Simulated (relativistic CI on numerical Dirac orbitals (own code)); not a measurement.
One change at a time: Bi LXXXIII

Base calculation: Dirac-Coulomb-Breit CI, orbitals from a KLI potential per configuration, model QED (radiative potential, 1s self-energy scaled to tabulated hydrogen-like ionisation energies).

CI space: 1s, 2s, 2p, 3s, 3p, 3d, 4s, 4p, 4d, 4f, 5s, 5p, 5d, 5f, 5g, 6s, 6p, 6d. Levels of other configurations are missing.

The lowest level and the first level of each name with at least 55 % of one term (blank where a level has no safe partner in the second run):

| Level | Base (eV) | Shift (eV) |
| --- | --- | --- |
| 1s 2S_1/2 | 0.0 | 0.0 |
| 2p 2P°_1/2 | 77339.0 | +179.2 |
| 2s 2S_1/2 | 77380.0 | +150.2 |
| 2p 2P°_3/2 | 80144.6 | +177.8 |
| 3p 2P°_1/2 | 92549.6 | +183.2 |
| 3s 2S_1/2 | 92561.7 | +174.6 |
| 3d 2D_3/2 | 93384.1 | +184.6 |
| 3p 2P°_3/2 | 93386.0 | +182.7 |
| 3d 2D_5/2 | 93611.2 | +184.2 |
| 4p 2P°_1/2 | 97750.3 | +184.1 |
| 4s 2S_1/2 | 97755.3 | +180.5 |
| 4d 2D_3/2 | 98098.9 | +184.6 |
| 4p 2P°_3/2 | 98099.7 | +183.8 |
| 4f 2F°_5/2 | 98195.2 | +184.7 |

(1) One thing was changed in a second run, which moved the levels as shown. Which?
A. QED terms removed
B. configuration mixing switched off
C. non-relativistic limit
D. Breit term removed

## Answers

(1) A. QED terms removed. QED shifts follow the density of s (and p1/2) electrons at the nucleus, so configurations move by their count of such electrons; where none moves, the smaller shifts of p3/2 electrons and of j = l + 1/2 against j = l − 1/2 set the pattern.
